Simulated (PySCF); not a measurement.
C6H5 (SMILES [c]1ccccc1), doublet, at a GFN2-xTB geometry. Base run: CCSD/STO-3G in PySCF.

Input for PySCF:
```python
from pyscf import gto, scf, cc

mol = gto.M(
    atom='''
C     0.00657844    1.39392329    0.00206971
C     1.21285736    0.75889559    0.00993894
C     1.20046399   -0.63514077    0.00782669
C    -0.00619493   -1.31265934   -0.00194905
C    -1.20640519   -0.62375584   -0.00969592
C    -1.20564035    0.77033552   -0.00766832
H     2.14773318    1.29894833    0.01753479
H     2.13549697   -1.17724242    0.01385411
H    -0.01129590   -2.39351715   -0.00355392
H    -2.14651307   -1.15698773   -0.01732000
H    -2.13537713    1.31920822   -0.01364732
''',
    basis='sto-3g',
    spin=1,
    verbose=4,
)

mf = scf.UHF(mol)
mf.kernel()

mycc = cc.CCSD(mf)
mycc.kernel()
print('E(CCSD) = %.10f' % mycc.e_tot)
```

The base run was repeated with changes; each row names its change, and settings that it needs were set with it.

```
change                      ΔE vs base (mEh)  MP2 correlation (Eh)  CC correlation without the perturbative part (Eh)  basis functions  core-seconds (rough)
--------------------------  ----------------  --------------------  -------------------------------------------------  ---------------  --------------------
base                                   0.000              -0.32525                                           -0.40304               35                     7
method = cisd                         65.247                     -                                                  -               35                     2
cc.diis_space = 3                      0.000              -0.32525                                           -0.40304               35                     8
frozen = 7                        (withheld)            (withheld)                                         (withheld)               35                     3
cc.iterative_damping = 0.8             0.000              -0.32525                                           -0.40304               35                     7
cc.diis_space = 10                     0.000              -0.32525                                           -0.40304               35                     6
cc.conv_tol = 1e-5                     0.000              -0.32525                                           -0.40304               35                     7
frozen = 5                        (withheld)            (withheld)                                         (withheld)               35                     5
cc.direct = True                       0.000              -0.32525                                           -0.40304               35                    20
method = ccsd(t)                  (withheld)              -0.32525                                           -0.40304               35                     8
```

Q: What belongs in the gaps?

A: 
- frozen = 7, ΔE vs base (mEh): 31.101
- frozen = 7, MP2 correlation (Eh): -0.30138
- frozen = 7, CC correlation without the perturbative part (Eh): -0.37194
- frozen = 5, ΔE vs base (mEh): 2.082
- frozen = 5, MP2 correlation (Eh): -0.32288
- frozen = 5, CC correlation without the perturbative part (Eh): -0.40096
- method = ccsd(t), ΔE vs base (mEh): -9.225

Open shells are given as the SCF converged; they aren't shown to be the lowest states, and a large step between rows can be another state.
